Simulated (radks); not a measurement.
Ba2+, configuration [Xe]. Calculated with a radial shooting solver on a logarithmic mesh with Libxc functionals: Dirac Kohn-Sham, PBE, spin-unpolarised, spherical densities, point nucleus.

Normalised radial functions P(r) = r R(r) (large component), r in bohr:

```
   r/bohr * 4p1/2, o 4d3/2, + 5p3/2 (the largest magnitude, 1.39, reaches the edge; | marks zero, & curves that meet)
 0.001817                             &
 0.002404                             &
  0.00318                             &
 0.004208                             &*
 0.005568                             &*
 0.007367                             &*
 0.009748                             o+*
   0.0129                             o+ *
  0.01707                             o+  *
  0.02258                             o +   *
  0.02988                             |o +    *
  0.03953                             | o+     *
   0.0523                             |  o+     *
   0.0692                             |  + o   *
  0.09156                             | + *   o
   0.1211                          * +|          o
   0.1603                 *       +   |            o
   0.2121              *         +    |           o
   0.2806                    *     +  |    o
   0.3743                      o      | +   *
   0.4952           o                 |       +             *
   0.6553     o                       |      +                   *
    0.867       o                     +                    *
    1.147               o   +         |         *
    1.518             +         o     |  *
    2.008              +            o |*
    2.657                   +         &
    3.516                         +   &
    4.652                            +&
    6.155                             &
```

4p1/2: eigenvalue -204.02 eV, 2 radial nodes at r = 0.108, 0.337 bohr, <r> = 0.697 bohr, 90 % of the charge inside 1.01 bohr. 4d3/2: eigenvalue -103.60 eV, 1 radial node at r = 0.322 bohr, <r> = 0.794 bohr, 90 % of the charge inside 1.20 bohr. 5p3/2: eigenvalue -30.243 eV, 3 radial nodes at r = 0.113, 0.338, 0.868 bohr, <r> = 1.92 bohr, 90 % of the charge inside 2.80 bohr.
